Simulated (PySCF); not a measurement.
FH₄NO₂Si, SMILES N[Si](O)(O)F. Geometry: B3LYP-D3(BJ)/def2-SVP. The structure was generated by enumeration, and PubChem lists no compound with its InChIKey, so it may never have been made. Other conformers were not sampled.

Level of theory: B3LYP-D3(BJ)/def2-SVP run with PySCF.

Harmonic wavenumbers (cm⁻¹): 131, 198, 228, 295, 337, 349, 360, 382, 409, 756, 801, 819, 825, 946, 968, 1002, 1538, 3583, 3676, 3871, 3878. Rotational constants (GHz): 4.052, 3.724, 3.668; symmetry number 1.

Task: Work out the zero-point energy and the ideal-gas rigid-rotor harmonic-oscillator thermochemistry at 298.15 K and 1 atm.

Result: ZPE = ½ Σ hcν = ½ × 25351 cm⁻¹ = 151.63 kJ/mol. H − E(el) = 172.96 kJ/mol. Entropy in J/(mol K): translation 165.82, rotation 109.48, vibration 63.03, total 338.32. G − E(el) = 72.08 kJ/mol. Cp = 112.08 J/(mol K). Modes under 150 cm⁻¹ make the vibrational entropy uncertain.
